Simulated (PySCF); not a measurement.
F₂Sb (SMILES [F][Sb+][F]), charge +1, singlet, at a GFN2-xTB geometry (core potentials on Sb); CAMB3LYP/def2-SVP (PySCF).

The PySCF input:
```python
from pyscf import gto, scf, dft

mol = gto.M(
    atom='''
Sb    0.309097    0.145760    0.117138
F    -1.017131    0.568992   -1.180809
F    -0.734419   -1.394966    0.517026
''',
    basis='def2-svp',
    ecp={'Sb': 'def2-svp'},
    charge=1,
    spin=0,
    verbose=4,
)

mf = dft.RKS(mol)
mf.xc = 'camb3lyp'
mf.kernel()
mf.analyze()
```

**Question.** Predict the main parts of the log of this PySCF run.

**Answer.** 
```
PySCF version 2.14.0

[INPUT] verbose = 4
[INPUT] num. atoms = 3
[INPUT] num. electrons = 40
[INPUT] charge = 1
[INPUT] spin (= nelec alpha-beta = 2S) = 0
[INPUT] symmetry False subgroup None
[INPUT] Mole.unit = angstrom
[INPUT] Symbol           X                Y                Z      unit          X                Y                Z       unit  Magmom
[INPUT]  1 Sb     0.309097000000   0.145760000000   0.117138000000 AA    0.584108675925   0.275446479917   0.221358738779 Bohr   0.0
[INPUT]  2 F     -1.017131000000   0.568992000000  -1.180809000000 AA   -1.922099022805   1.075239047069  -2.231405615422 Bohr   0.0
[INPUT]  3 F     -0.734419000000  -1.394966000000   0.517026000000 AA   -1.387850770677  -2.636103693080   0.977037539279 Bohr   0.0

nuclear repulsion = 131.516663632627
number of shells = 22
number of NR pGTOs = 109
number of NR cGTOs = 54
basis = def2-svp
ecp = {'Sb': 'def2-svp'}

******** <class 'pyscf.dft.rks.RKS'> ********
method = RKS
initial guess = minao
damping factor = 0
level_shift factor = 0
DIIS = <class 'pyscf.scf.diis.CDIIS'>
diis_start_cycle = 1
diis_space = 8
diis_damp = 0
SCF conv_tol = 1e-09
SCF conv_tol_grad = None
SCF max_cycles = 50
direct_scf = True
direct_scf_tol = 1e-13
XC library pyscf.dft.libxc version 7.1.2
    S. Lehtola, C. Steigemann, M. J. T. Oliveira, and M. A. L. Marques,  SoftwareX 7, 1–5 (2018)
XC functionals = camb3lyp
    T. Yanai, D. P. Tew, and N. C. Handy,  Chem. Phys. Lett. 393, 51 (2004)
radial grids:
    Treutler-Ahlrichs [JCP 102, 346 (1995); DOI:10.1063/1.469408] (M4) radial grids

becke partition: Becke, JCP 88, 2547 (1988); DOI:10.1063/1.454033
pruning grids: <function nwchem_prune>
grids dens level: 3
symmetrized grids: False
atomic radii adjust function: <function treutler_atomic_radii_adjust>
small_rho_cutoff = 0
Set gradient conv threshold to 3.16228e-05
Initial guess from minao.
tot grids = 50488
init E= -414.332595491738
  HOMO = -0.959937197245226  LUMO = -0.821544091237808  gap/eV = 3.76587
cycle= 1 E= -438.968951567207  delta_E= -24.6  |g|= 1.74  |ddm|= 9.43
  HOMO = -0.608480316706682  LUMO = -0.271186498054913  gap/eV = 9.17823
cycle= 2 E= -439.263626065168  delta_E= -0.295  |g|= 0.981  |ddm|= 3.25
  HOMO = -0.622262989973354  LUMO = -0.36174664846018  gap/eV = 7.08901
cycle= 3 E= -439.364428757126  delta_E= -0.101  |g|= 0.556  |ddm|= 1.13
  HOMO = -0.690166921901084  LUMO = -0.371125686928153  gap/eV = 8.68155
cycle= 4 E= -439.415694100958  delta_E= -0.0513  |g|= 0.0569  |ddm|= 0.351
  HOMO = -0.687108717644271  LUMO = -0.371985844572826  gap/eV = 8.57493
cycle= 5 E= -439.416312969686  delta_E= -0.000619  |g|= 0.00415  |ddm|= 0.0488
  HOMO = -0.687372525365301  LUMO = -0.371630160112552  gap/eV = 8.59179
cycle= 6 E= -439.416320010547  delta_E= -7.04e-06  |g|= 0.00105  |ddm|= 0.00632
  HOMO = -0.687307262327235  LUMO = -0.371670396404472  gap/eV = 8.58892
cycle= 7 E= -439.416320482278  delta_E= -4.72e-07  |g|= 0.000336  |ddm|= 0.00179
  HOMO = -0.687278105647181  LUMO = -0.37170271945298  gap/eV = 8.58724
cycle= 8 E= -439.416320530878  delta_E= -4.86e-08  |g|= 0.000128  |ddm|= 0.000653
  HOMO = -0.687273252612596  LUMO = -0.371700914538263  gap/eV = 8.58716
cycle= 9 E= -439.416320534066  delta_E= -3.19e-09  |g|= 6.06e-05  |ddm|= 0.000126
  HOMO = -0.687270163354873  LUMO = -0.371696510895795  gap/eV = 8.58720
cycle= 10 E= -439.416320534912  delta_E= -8.46e-10  |g|= 4.19e-06  |ddm|= 5.8e-05
  HOMO = -0.687270783827044  LUMO = -0.371696492640112  gap/eV = 8.58721
Extra cycle  E= -439.416320534918  delta_E= -5.57e-12  |g|= 4.94e-06  |ddm|= 7.62e-06
converged SCF energy = -439.416320534918
**** SCF Summaries ****
Total Energy =                        -439.416320534917531
Nuclear Repulsion Energy =             131.516663632626688
One-electron Energy =                 -949.222228837919261
Two-electron Energy =                  378.289244670375069
Two-electron Coulomb Energy =          418.276297498439135
DFT Exchange-Correlation Energy =      -39.987052828064087
HOMO-LUMO gap [eV] =                     8.587213855475484
**** MO energy ****
MO #1   energy= -24.99681203917    occ= 2
MO #2   energy= -24.9967534015774  occ= 2
MO #3   energy= -6.17369227016849  occ= 2
MO #4   energy= -4.40807760278876  occ= 2
MO #5   energy= -4.40160118787449  occ= 2
MO #6   energy= -4.39643427948106  occ= 2
MO #7   energy= -1.76246313016938  occ= 2
MO #8   energy= -1.75960123269297  occ= 2
MO #9   energy= -1.75817849848839  occ= 2
MO #10  energy= -1.75385066023259  occ= 2
MO #11  energy= -1.74829832489854  occ= 2
MO #12  energy= -1.46727744996551  occ= 2
MO #13  energy= -1.43679254380408  occ= 2
MO #14  energy= -0.926416284464484 occ= 2
MO #15  energy= -0.764004878856654 occ= 2
MO #16  energy= -0.74840912253133  occ= 2
MO #17  energy= -0.739857227606892 occ= 2
MO #18  energy= -0.709288926338447 occ= 2
MO #19  energy= -0.696953725946342 occ= 2
MO #20  energy= -0.687270783827044 occ= 2
MO #21  energy= -0.371696492640112 occ= 0
MO #22  energy= -0.283399664005472 occ= 0
MO #23  energy= -0.224400790594689 occ= 0
MO #24  energy= -0.0264667722421095 occ= 0
MO #25  energy= 0.064943559347622  occ= 0
MO #26  energy= 0.0957265898952953 occ= 0
MO #27  energy= 0.103756308533406  occ= 0
MO #28  energy= 0.130013020332907  occ= 0

WARN: System has nonzero charge 1; the dipole moment is origin-dependent.
Location of origin: [0. 0. 0.]

Dipole moment(X, Y, Z, Debye):  4.03014,  1.90049,  1.52729
```
